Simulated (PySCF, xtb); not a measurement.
Si(H)(Cl)(vinyl)(NH2) (C₂H₆ClNSi), SMILES C=C[SiH](N)Cl. Other conformers were not sampled.

Harmonic wavenumbers (cm⁻¹) from xtb with GFN2-xTB at its own minimum, in rising order: 52, 118, 161, 178, 216, 354, 436, 491, 497, 630, 670, 714, 824, 907, 926, 1011, 1031, 1274, 1420, 1515, 1671, 2272, 3040, 3075, 3102, 3476, 3510.

### Question
What does PBE-D3(BJ)/def2-SVP (PySCF) give at its own minimum? (An estimate is asked for; the answer gives what the named calculation found.)

### Answer
85, 157, 200, 238, 301, 376, 455, 493, 507, 660, 722, 805, 855, 895, 959, 969, 1002, 1227, 1364, 1494, 1625, 2190, 3050, 3066, 3149, 3480, 3576. Paired by order, the mean absolute difference is 38 cm⁻¹ and the zero-point energies are 48.0 and 48.5 kcal/mol.
